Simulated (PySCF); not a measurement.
Problem. What does the GFN2-xTB structure of `O=C=Nc1cccc(F)c1` look like in three dimensions?

Solution. 
```xyz
14
C7H4FNO angstrom
O      4.272    0.167    0.605
C      3.153   -0.061    0.420
N      2.065   -0.497    0.207
C      0.729   -0.222    0.065
C      0.227    1.072    0.192
C     -1.128    1.301    0.041
C     -1.996    0.258   -0.236
C     -1.475   -1.018   -0.357
F     -2.308   -2.041   -0.627
C     -0.127   -1.283   -0.212
H      0.903    1.886    0.407
H     -1.513    2.304    0.141
H     -3.054    0.421   -0.356
H      0.251   -2.287   -0.313
```

Any rigid rotation of these coordinates is as good. Atoms count from 1 in this order. The 6-membered ring C4–C5–C6–C7–C8–C10 has internal angles of 118.4° to 122.3° (sum 720°, against 720° for a flat polygon); it is planar, 0.00 Å rms from its mean plane, widest ring torsion 0°. The 10 heavy atoms lie in one plane (0.001 Å rms). N3 (isocyanate nitrogen) is bent (angle 146.6°). The 2 C–N bonds span 1.192 Å (C2=N3, drawn double) to 1.371 Å (N3–C4, drawn single), a spread of 0.179 Å.

Bonds between heavy atoms (Å): O1=C2 1.156, C2=N3 1.192, N3–C4 1.371, C4–C5 1.394, C5–C6 1.382, C6–C7 1.385, C7–C8 1.384, C8–F9 1.347, C8–C10 1.381, C4–C10 1.391.

Computed geometry: GFN2-xTB, gas phase.

Point group: Cs (every atom within 0.08 Å of its image). Whether it is a minimum is left open (no frequencies). One conformer, not necessarily the lowest (C2–N3–C4–C5 0°).
